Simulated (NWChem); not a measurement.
# Atomisation of C₄H₈Si

```
C
C 1 1.3485
H 1 1.0987 2 119.56
H 2 1.0992 1 117.38 3 180.00
C 1 1.4545 3 115.70 2 180.00
C 5 1.3408 1 123.95 3 0.00
H 6 1.0925 5 121.63 1 180.00
H 6 1.0947 7 117.13 5 180.00
H 5 1.0967 6 119.54 7 0.00
Si 2 1.8647 4 118.62 1 180.00
H 10 1.4953 2 109.23 4 180.00
H 10 1.4971 11 109.07 3 -121.61
H 10 1.4971 11 109.07 12 -116.77
```
Charge 0, spin multiplicity 1.

Program: NWChem. All single points use one geometry, from PBE0/def2-SVP, held to Cs symmetry and with no frequency check, so it may be a saddle point. It is one conformer; others weren't searched.

Basis set: def2-SVP. The atomisation energy is electronic alone: no zero-point, thermal, spin-orbit or counterpoise terms. No value is extrapolated to the basis-set limit. Free atoms are single determinants with multiplicities C 3, Si 3, H 2. Correlated methods freeze the same cores in atoms and molecule, 9 orbitals in all.

| method | atomisation energy (kcal/mol) | relative cost |
|---|---|---|
| HF | 933.7 | 1 |
| PBE0 | 1231.2 | under 3 |
| B3LYP | 1220.7 | under 3 |
| PBE | 1246.6 | under 3 |
| M06-2X | 1225.1 | 3 |
| MP2 | 1177.7 | 3 |
| TPSS | 1238.9 | 4 |
| LC-wPBE (omega 0.3 per bohr) | 1231.2 | 20 |

The values span 312.9 kcal/mol, from HF (lowest) to PBE (highest). The cost column gives rough processor time relative to HF; each entry includes its own SCF. Costs are the molecule's.

B3LYP has NWChem's definition, with VWN1-RPA local correlation. GW and range-separated runs recompute their integrals, the others keep them in memory, which bears on the times. The structure started from a generated list of species. No SCF solution was tested for a lower state. Open-shell Hartree-Fock references start from PBE0 orbitals; any time given for them includes that run.
